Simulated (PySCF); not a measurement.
PbF and its ions

PBE; Pb def2-SVP with ECP60, F def2-SVP; scalar-relativistic core potentials (PySCF 2.14). Neutral (UKS): doublet (π ↑), Re = 2.087 Å, ωe = 526 cm⁻¹, De = 4.79 eV, HOMO -3.59 eV, LUMO -3.53 eV.

PbF⁺ (UKS): singlet (closed shell), Re = 2.025 Å, ωe = 604 cm⁻¹. The energies at the minima are -292.57508 hartree for PbF and -292.32913 for PbF⁺.

Problem. Work out the adiabatic ionisation energy, without and with harmonic zero-point energies (1 hartree = 27.2114 eV, 1 eV = 8065.5 cm⁻¹), and the change of the bond length.

Solution. At PBE: 0.24595 hartree = 6.693 eV between the minima; the zero-point term (604.0 − 526.0)/2 cm⁻¹ = +0.005 eV makes it 6.697 eV. Re changes by -6.2 pm against the neutral. The electron leaves a π orbital; in so polar a molecule the change of length follows mostly from the change of the ionic charges.

Spin–orbit coupling is left out, which matters for elements this heavy, above all for dissociation energies. States were picked by a PBE0 search and need not be the measured ground states.
